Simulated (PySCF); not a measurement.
A structure optimised at PBE0-D3(BJ)/def2-SVP, used in a PySCF frequency run:

```xyz
12

Cl     0.0000     0.0000     2.2466
C      0.0000     0.0000     0.5131
C      0.0000    -1.2138    -0.1730
C      0.0000    -1.2057    -1.5663
C      0.0000     0.0000    -2.2664
C      0.0000     1.2057    -1.5663
C      0.0000     1.2138    -0.1730
H      0.0000    -2.1505     0.3866
H      0.0000    -2.1548    -2.1075
H      0.0000     0.0000    -3.3585
H      0.0000     2.1548    -2.1075
H      0.0000     2.1505     0.3866
```
Charge 0, spin multiplicity 1.

**Question.** Write its SMILES, formula and point group.

**Answer.** Clc1ccccc1, C₆H₅Cl, C2v

**Question.** What are its rotational constants (standard atomic weights)?

**Answer.** 5.6787, 1.5637, 1.2261 GHz
